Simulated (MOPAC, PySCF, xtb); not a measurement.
Noncovalent pair: HF (SMILES F) (first 2 atoms) with C4H6 (SMILES C=CC=C); geometry from B3LYP-D3(BJ)/def2-TZVP, rigid monomers moved along the line of their centres of mass till H2···C3 is 3.71 Å.
(charge 0, multiplicity 1):
```xyz
12

F      0.53605     0.01969     0.24787
H      0.65459     0.24954     1.14775
C      0.79378     1.26021     4.71281
C      0.34641     0.06832     5.12643
C     -1.04608    -0.23364     5.40702
C     -1.47388    -1.42782     5.81657
H      0.11959     2.09714     4.57191
H      1.84471     1.43871     4.52958
H      1.05340    -0.74445     5.26866
H     -1.75684     0.57519     5.26610
H     -2.51926    -1.61806     6.01731
H     -0.78715    -2.25360     5.96081
```

Counterpoise-corrected where a basis set is named; no monomer relaxation. Rows marked so take none.

Rows in 6-31G* carry no dispersion term and start afresh at each structure (6-31G* with six Cartesian d functions). The state that AM1 reach isn't checked.

The values were computed with MOPAC for AM1 (differences of heats of formation); PySCF for 6-31G* rows; xtb for the GFN methods. 

Problem. One of these levels gives -0.66 kcal/mol for the interaction energy. Which?
(A) GFN2-xTB
(B) HF/6-31G* (no counterpoise)
(C) AM1

Solution. A, GFN2-xTB. The others give -0.24 (AM1), -1.13 (HF/6-31G* (no counterpoise))
